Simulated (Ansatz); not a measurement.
Basis sets compared for Al(OH)3 (AlO3H3). The state is a singlet with charge 0. Geometry PBE-D4/def2-TZVP. Ansatz on 4 threads of Arm Neoverse V2 on a shared host; times are rough, and most runs start from earlier orbitals.

Cartesian coordinates in Å:
```
Al 0.000 0.000 0.000
O 0.701 -0.762 1.357
H 1.629 -0.604 1.581
O -1.639 -0.285 -0.387
H -2.173 -0.877 0.160
O 0.937 1.047 -0.971
H 0.545 1.481 -1.741
```

Binding counts from free atoms (Al doublet, O triplet, H doublet) in the same basis, without a counterpoise term.

```csv
level,functions,energy (Eh),HOMO (eV),LUMO (eV),binding per atom (eV),wall time
PBE-D4/def2-SVP,75,-469.4378,-6.80,-1.10,4.11,0.45 s
PBE-D4/def2-TZVP,148,-469.8219,-7.28,-1.41,4.15,0.8 s
r2SCAN-D4/def2-TZVP,148,-470.0628,-7.67,-0.88,4.11,1.6 s
PBE0-D4/def2-SVP,75,-469.4615,-8.63,-0.25,3.97,0.55 s
PBE0-D4/def2-TZVP (with forces),148,-469.8406,-9.00,-0.54,4.01,1.4 s
```

Problem. Estimate the rows for PBE-D4/def2-TZVPD, r2SCAN-D4/def2-TZVPD, PBE0-D4/def2-TZVPD.

Solution. 
| level | functions | energy (Eh) | HOMO (eV) | LUMO (eV) | binding per atom (eV) | wall time |
| --- | --- | --- | --- | --- | --- | --- |
| PBE-D4/def2-TZVPD | 190 | -469.8272 | -7.42 | -1.75 | 4.15 | 1.4 s |
| r2SCAN-D4/def2-TZVPD | 190 | -470.0666 | -7.77 | -1.20 | 4.11 | 2.4 s |
| PBE0-D4/def2-TZVPD | 190 | -469.8449 | -9.11 | -0.99 | 4.02 | 1.6 s |
